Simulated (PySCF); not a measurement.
Scandium: a sound run and one with changed settings

Sound run: Sc+ [Ar] 3d1 4s1, Sc(2+) [Ar] 3d1. All numbers are calculated (PySCF 2.14, the spin-free X2C one-electron Hamiltonian (Gaussian nucleus), in jorge-DZP-DKH). In the sound run the correlated levels freeze [Ar]. The sound run starts from symmetry-adapted Hartree-Fock orbitals and uses a fine grid where one is needed.

Changed run: basis STO-3G, all-electron and non-relativistic. This setting is unsound on purpose.

| species | method | sound run (hartree) | changed run (hartree) | converged |
| --- | --- | --- | --- | --- |
| Sc+ | UHF | -763.06641 | -751.82319 | yes |
| Sc+ | M06-2X | -763.93608 | -752.57214 | yes |
| Sc+ | PBE | -763.70948 | -752.31310 | yes |
| Sc+ | MP2 | -763.06833 | -751.82319 | yes |
| Sc(2+) | UHF | -762.61809 | -751.32350 | yes |
| Sc(2+) | M06-2X | -763.46862 | -752.04373 | yes |
| Sc(2+) | PBE | -763.22847 | -751.77223 | yes |

Ionisation energy of Sc+:

```tsv
method	sound run (eV)	changed run (eV)
UHF	12.199	13.597
M06-2X	12.720	14.379
PBE	13.089	14.718
MP2	12.252	13.597
SCS-MP2	12.217	13.597
```

A minimal basis cannot let orbitals breathe on ionisation and holds almost no correlation. The Hamiltonian changed with the basis, so the totals do not compare.

For comparison, NIST gives 12.800 eV between the lowest levels.
